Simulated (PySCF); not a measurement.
# Electron correlation in Tc⁴⁺ (technetium, charge +4)

Starting occupation: [Kr] 4d3, 4d3/2 with m_j = -1/2, +1/2, +3/2. All numbers are calculated (PySCF 2.14, X2C-1e with screened-nucleus spin-orbit coupling, Gaussian nucleus, in x2c-TZVPall-2c (8s9p7d1f, 77 functions)). Frozen: [Ar] 3d10; 11 electrons correlated; the 6 highest virtual spinors left out.

MP2 pair energies summed by pair of shells (mhartree):

```csv
pair,energy,share (%)
4p-4p,-87.26,39.2
4d-4p,-85.28,38.3
4p-4s,-24.71,11.1
4d-4d,-12.02,5.4
4d-4s,-8.67,3.9
4s-4s,-4.85,2.2
```

Total MP2 correlation energy: -222.80 mhartree.

The GHF reference relaxed away from the jj start to a determinant that is no pure jj level (⟨S²⟩ = 3.73, ⟨J²⟩ = 6.33); the energies belong to that determinant.

This basis was not built for core-valence correlation, so the inner-shell part is incomplete.
